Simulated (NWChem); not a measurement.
**Correlation energy of H₂As**

```xyz
3

As     0.0000     0.0000    -0.0614
H     -1.0888     0.0000     1.0131
H      1.0888     0.0000     1.0131
```
Charge 0, spin multiplicity 2.

Program: NWChem. Structure: optimised with UPBE0/def2-SVP, a minimum by its harmonic frequencies.

Basis set: 6-31G*. Each correlation energy counts from its own Hartree-Fock reference.

The Hamiltonian is non-relativistic. The correlated methods keep 9 core orbitals frozen. The Pople sets run with spherical d functions. The structure started from a generated list of species. The unpaired electrons of the parent sit in orbitals of symmetry b2 (C2v labels of the run); other states weren't searched. No SCF solution was tested for a lower state. Open-shell Hartree-Fock references start from PBE0 orbitals. Coupled-cluster values serve here as a point of comparison, not as the truth.

```
method           correlation energy (mHa)
---------------  ------------------------
CCSD(T) on UHF                     -250.3
CCSD on ROHF                       -250.1
CCSD[T] on ROHF                    -254.7
CCSD(T) on ROHF                    -254.3
UMP2                                    ?
SCS-UMP2                                ?
CCSDT on ROHF                      -254.6
CCSD on UHF                        -246.2
CCSD[T] on UHF                     -250.6
```

**Question.** Some entries are withheld; supply them.

**Answer.** 
- UMP2, correlation energy (mHa): -236.1
- SCS-UMP2, correlation energy (mHa): -221.4
